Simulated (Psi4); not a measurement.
A dimer, HCl ··· C3H6 (SMILES Cl and C1CC1); the first 2 atoms form monomer A.

```
11

Cl     0.6410     0.0000     0.0000
H     -0.6410     0.0000     0.0000
C     -2.8390    -0.4625    -0.6483
C     -2.8656     0.4495     0.5466
C     -4.1540    -0.0107    -0.0767
H     -2.5449    -1.4921    -0.4958
H     -2.5278    -0.0481    -1.5976
H     -2.5896     0.0369     1.5075
H     -2.5725     1.4810     0.4057
H     -4.7497    -0.7347     0.4626
H     -4.7326     0.7094    -0.6392
```

What interaction energy does SAPT0/jun-cc-pVDZ, frozen core (Psi4 1.11) give, and which attractive term is the largest?

Total -9.55 kJ/mol: electrostatics -16.69, exchange 26.35, induction -8.67, dispersion -10.55. The most attractive term is electrostatics.
